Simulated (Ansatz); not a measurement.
Born–Oppenheimer molecular dynamics of C2H10OSi2 (15 atoms, charge 0, multiplicity 1). It starts from a relaxed structure.

Theory: Ansatz 0.2.0, RKS PBE-D4/6-31G.

```yaml
ensemble: NVT, Nosé–Hoover chain
time_step: 0.5 fs
steps_asked: 150
set_temperature: 200 K
thermostat: time constant 300 fs, chain length 3
seed: 776239
```

First frame:

```xyz
15
Properties=species:S:1:pos:R:3
Si -0.199 -0.064 0.027
C -0.152 -0.066 1.937
H -1.170 0.064 2.344
H 0.257 -1.014 2.324
H 0.479 0.760 2.304
O 1.399 -0.264 -0.601
Si 2.682 -1.357 -0.925
H 2.187 -2.576 -1.688
H 3.716 -0.635 -1.760
H 3.337 -1.839 0.361
C -0.869 1.584 -0.650
H -1.902 1.754 -0.299
H -0.238 2.421 -0.307
H -0.869 1.580 -1.752
H -1.057 -1.229 -0.461
```

How far do the bonds stretch over the last three quarters of this one trajectory? (Pairs bonded in most of those frames.)


```json
{"bond": "Si1–C2", "mean (Å)": "1.922", "spread (Å)": "0.010", "shortest": "1.90", "longest": "1.93"}
{"bond": "Si1–O6", "mean (Å)": "1.726", "spread (Å)": "0.016", "shortest": "1.70", "longest": "1.75"}
{"bond": "Si1–C11", "mean (Å)": "1.913", "spread (Å)": "0.004", "shortest": "1.91", "longest": "1.92"}
{"bond": "Si1–H15", "mean (Å)": "1.532", "spread (Å)": "0.015", "shortest": "1.51", "longest": "1.55"}
{"bond": "C2–H3", "mean (Å)": "1.104", "spread (Å)": "0.006", "shortest": "1.09", "longest": "1.12"}
{"bond": "C2–H4", "mean (Å)": "1.105", "spread (Å)": "0.008", "shortest": "1.09", "longest": "1.12"}
{"bond": "C2–H5", "mean (Å)": "1.105", "spread (Å)": "0.014", "shortest": "1.08", "longest": "1.13"}
{"bond": "O6–Si7", "mean (Å)": "1.710", "spread (Å)": "0.017", "shortest": "1.69", "longest": "1.74"}
{"bond": "Si7–H8", "mean (Å)": "1.522", "spread (Å)": "0.011", "shortest": "1.51", "longest": "1.54"}
{"bond": "Si7–H9", "mean (Å)": "1.514", "spread (Å)": "0.011", "shortest": "1.50", "longest": "1.53"}
{"bond": "Si7–H10", "mean (Å)": "1.522", "spread (Å)": "0.007", "shortest": "1.51", "longest": "1.53"}
{"bond": "C11–H12", "mean (Å)": "1.104", "spread (Å)": "0.008", "shortest": "1.09", "longest": "1.12"}
{"bond": "C11–H13", "mean (Å)": "1.104", "spread (Å)": "0.016", "shortest": "1.07", "longest": "1.13"}
{"bond": "C11–H14", "mean (Å)": "1.104", "spread (Å)": "0.023", "shortest": "1.07", "longest": "1.14"}
```

Mean temperature of the second half: 95 K. The conserved energy stayed within 0.089 meV per atom of its start (net change 0.063 meV per atom), so the integration is sound. The mean temperature of the second half is 52 % below the set value. A run of 0.075 ps of so small a system gives no equilibrium averages. Limits of this set-up: no polarisation functions.

Run time: 9.1 min on 1 thread of Arm Neoverse V2, on a shared host, peak memory 0.13 GiB.
